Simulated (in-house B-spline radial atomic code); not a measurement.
A run on Cl VII (Cl6+) that did not converge. Method: scalar-relativistic (X2C) SCAN, spin-polarised, spherical fractional occupations, Fermi nucleus of rms radius 3.3654 fm; computed with an all-electron radial atomic-structure program (B-spline basis).

Command:
```bash
python run_scf.py task.json out
```
Settings (nuclear radius in fm, mass in u):
```
Z                17
configuration    [Ne] 3s1
hamiltonian      x2c
method           scan,scan
spin_polarised   True
nucleus          fermi
rms_radius       3.3654
atomic_mass      34.96885
speed_of_light   137.035999084
```

First and last ten iterations of the last attempt (damped for 15 steps, keeping 80 % of the old Fock matrix, then DIIS):
```
 iter        energy (Eh)    residual
    1        -450.815360    3.64e-02
    2        -450.817149    2.05e-03
    3        -450.817158    1.67e-03
    4        -450.817162    1.36e-03
    5        -450.817165    1.10e-03
    6        -450.817166    8.97e-04
    7        -450.817167    7.30e-04
    8        -450.817168    5.95e-04
    9        -450.817168    4.84e-04
   10        -450.817168    3.94e-04
  111        -450.817168    1.98e-06
  112        -450.817168    6.21e-07
  113        -450.817168    6.21e-07
  114        -450.817168    6.21e-07
  115        -450.817168    6.21e-07
  116        -450.817168    6.21e-07
  117        -450.817168    6.21e-07
  118        -450.817168    6.21e-07
  119        -450.817168    1.98e-06
  120        -450.817168    6.21e-07
 not converged after 120 iterations
```

The smallest residual met was 6.2e-07; the threshold is about 2e-07. Over the last five steps the energy moves by less than 1e-08 hartree, but the orbitals didn't meet the threshold. Run time, properties included: 1.9 s on 1 thread of Arm Neoverse V1, with other jobs on the host.
